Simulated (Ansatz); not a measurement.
The Ge1–H2 bond of BrGeH (SMILES [GeH][Br]) is stretched (multiplicity 1, the rest rigid).
Geometry at rest (charge 0, multiplicity 1):
```xyz
3

Ge    -0.68565    -0.57868     0.82194
H     -1.72319    -1.07323    -0.29580
Br     0.67612     0.55974    -0.74304
```

Cores are frozen in the correlated methods. Filled d and f shells under p-block atoms count as core.

Codes used: Ansatz (Gaussian basis) for Hartree–Fock, density functionals and correlated methods. 

Energies above the point at 1.603 Å (the B3LYP-D3(BJ) bond length), FIC-MRCISD+Q on CASSCF(2,2)/cc-pVTZ (kcal/mol): 4.77 at 1.443 Å; 3.29 at 1.764 Å; 69.08 at 5.130 Å.

Take the last value as the depth D of a Morse curve D(1 − e^(−a(R − R₀)))², fit a and R₀ to the two near points, and test it at 2.164 and 2.806 Å.


With D = 69.1, both near points (counted from the curve's value at 1.603 Å) are met by a = 1.50 Å⁻¹ and R₀ = 1.599 Å, so k = 2Da² = 310 kcal/(mol Å²). The curve then gives 22.6 and 48.3 kcal/mol; the level itself gives 23.3 and 52.1, so Morse is off by -0.7 and -3.9.

Ansatz is a first-principles code.
